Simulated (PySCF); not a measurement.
These are PBE-D3(BJ)/def2-TZVP // PBE0-D3(BJ)/def2-TZVP (PySCF) values and carry that method's errors. Gas-phase values, no solvent. One relaxed conformer stands for a flexible species; it need not be the lowest. Excitations are Tamm–Dancoff values on a coarser integration grid. The basis has no diffuse functions, so Rydberg states are missing or too high.

Reference species (SMILES): `SC1=CC1` (H–S–C–C torsion 180°) (neutral, multiplicity 1).

```yaml
HOMO–LUMO gap: 4.58 eV
S1–T1 gap (TDA): 0.86 eV
```

Changed species: `S=C1CC1`.

Problem. Give the shifts of the HOMO–LUMO gap and S1–T1 gap (TDA).

Solution. the HOMO–LUMO gap falls by 2.62 eV, to 1.96 eV; the S1–T1 gap (TDA) decreases by 0.35 eV, to 0.51 eV.
